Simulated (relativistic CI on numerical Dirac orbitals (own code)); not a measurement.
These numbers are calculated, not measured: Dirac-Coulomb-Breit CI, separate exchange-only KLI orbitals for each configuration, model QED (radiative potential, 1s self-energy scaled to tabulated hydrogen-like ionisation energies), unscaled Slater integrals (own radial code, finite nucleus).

The strongest absorption lines from the ground level of an ion, among the configurations computed and to levels below about 1460 eV (vacuum wavelength in nm, gf): 1.1151 (0.15), 1.3190 (0.6), 3.2326 (2.2), 4.9396 (1.5), 6.6377 (0.018).

Q: Which ion is it?
A. Bi⁴⁷⁺
B. Au⁴³⁺
C. Re³⁹⁺
D. Fr⁵¹⁺

A: A. Bi⁴⁷⁺ has 36 electrons and the ground level 4s2 4p6 1S_0; the strongest line goes to 4s2 4p5 4d 1P°_1. The pattern of lines fixes the number of electrons, and along that sequence the line energies rise steadily with the charge (about as its square where n changes within one kind of shell, about linearly where n is kept but much faster in heavy ions where fine structure, which grows about as Z⁴, sets the gap, and irregularly where shells cross), which fixes Z. Configurations outside the model, such as inner-shell arrays, can give stronger lines. At this charge energies of transitions that change n are usually good to better than 1 %, and those within a shell (Δn = 0) to a few per cent.

LS names give the leading component of a level, which can be under half, so a name can repeat, a term be missing and a line seem to break the LS rules.
